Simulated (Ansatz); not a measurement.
Basis sets compared for Sn₄O₅. Charge 0, multiplicity 1. Geometry PBE-D4/def2-SVP. Ansatz on 4 threads of AMD EPYC 7B13 on a shared host; times are rough, and most runs start from earlier orbitals.

Cartesian coordinates in Å:
```
Sn 1.3202 1.4444 0.7954
Sn 0.0051 -1.3859 1.7955
Sn -2.0846 0.3394 -0.0493
Sn 0.7064 -1.0543 -1.4656
O 1.6006 -0.6937 0.5412
O -0.6077 0.7604 1.4551
O -0.6685 0.8396 -1.6572
O 0.7134 1.2827 -1.3142
O -0.9849 -1.5325 -0.1009
```

In the def2 sets Sn takes a core potential; there is no spin–orbit coupling. The structure holds one bond between oxygen atoms, so isomers without such links may lie far lower. The structure comes from a short search, and lower isomers may exist.

Binding counts from free atoms (Sn triplet, O triplet) in the same basis, without a counterpoise term.

```
            level  functions  energy (Eh)  HOMO (eV)  LUMO (eV)  binding per atom (eV)  wall time
  PBE-D4/def2-SVP        174   -1232.8928      -5.43      -2.33                   4.06      2.3 s
PBE-D4/def2-TZVPD        424   -1233.3906      -5.57      -2.47                   4.05       10 s
 PBE0-D4/def2-SVP        174   -1232.8673      -6.71      -1.63                   3.71      4.6 s
```

Question: Estimate the rows for PBE-D4/def2-TZVP (with forces), PBE0-D4/def2-TZVP.

Answer: 
| level | functions | energy (Eh) | HOMO (eV) | LUMO (eV) | binding per atom (eV) | wall time |
| --- | --- | --- | --- | --- | --- | --- |
| PBE-D4/def2-TZVP (with forces) | 355 | -1233.3854 | -5.55 | -2.45 | 4.05 | 7.5 s |
| PBE0-D4/def2-TZVP | 355 | -1233.3564 | -6.78 | -1.76 | 3.71 | 15 s |
